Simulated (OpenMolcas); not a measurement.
**Co4+: moving the ligands**

Co4+ with 6 ligands (water) in octahedral coordination (Th) at 1.89 Å. Ligand basis ANO-RCC-VDZP.
```
Co    0.0000    0.0000    0.0000
O     1.8900    0.0000    0.0000
H     2.4670    0.7797    0.0000
H     2.4670   -0.7797    0.0000
O     0.0000    1.8900    0.0000
H     0.0000    2.4670    0.7797
H     0.0000    2.4670   -0.7797
O    -1.8900    0.0000    0.0000
H    -2.4670    0.7797    0.0000
H    -2.4670   -0.7797    0.0000
O     0.0000   -1.8900    0.0000
H     0.0000   -2.4670    0.7797
H     0.0000   -2.4670   -0.7797
O     0.0000    0.0000    1.8900
H     0.7797    0.0000    2.4670
H    -0.7797    0.0000    2.4670
O     0.0000    0.0000   -1.8900
H     0.7797    0.0000   -2.4670
H    -0.7797    0.0000   -2.4670
```

- Program: OpenMolcas 26.06
- Method: CASSCF
- Basis: ANO-RCC-VDZP [5s4p2d1f]
- Scalar Hamiltonian: DKH2, point nucleus
- Active space: 5 electrons in 5 orbitals (3d)
- State averaging: 2S+1 = 6 even, 1 root; 2S+1 = 4 even, 24 roots; 2S+1 = 2 even, 75 roots
- Spin-orbit coupling: state interaction with AMFI integrals over the reference wave functions

Runs around this geometry, states (labels of O, taken over from Oh, the nearest higher group). Energies in cm-1 above the lowest state or level, χT in cm3 K/mol.

| R (Å) | Ground state | First gap with spin-orbit (degeneracies) | χT at 300 K | First state of another spin |
| --- | --- | --- | --- | --- |
| 1.87 | 6A1 | 0.1 (2, 4) | 4.380 | 2S+1 = 4: 15615 |
| 1.89 | 6A1 | 15980 (6, 2) | 4.381 | 2S+1 = 4: 16465 |
| 1.94 | 6A1 | 18091 (6, 2) | 4.382 | 2S+1 = 4: 18363 |

Without dynamic correlation the repulsion within the d shell is too large (B by tens of per cent), so at a given field states of lower spin stand too high. CASSCF with metal d orbitals alone favours high spin, so a ground state of lower spin is not ruled out. Ligand-to-metal charge-transfer states are missing. With no ligand orbital active B as a rule stays too high, so bands that hang on it stand too high and its fall with covalency is understated. With metal d orbitals alone the field can be off either way by tens of per cent. The least metal-like active orbital is 75 % on the metal (Löwdin) and no ligand orbital is active, so the numbers are rough (holds for R = 1.87; R = 1.89). The least metal-like active orbital is 74 % on the metal (Löwdin) and no ligand orbital is active, so the numbers are rough (holds for R = 1.94). No measured value stands beside these numbers; the geometry is a model, was not optimised and need not be the one that this ion takes.

A state without a sure symmetry label is named by its multiplicity alone.
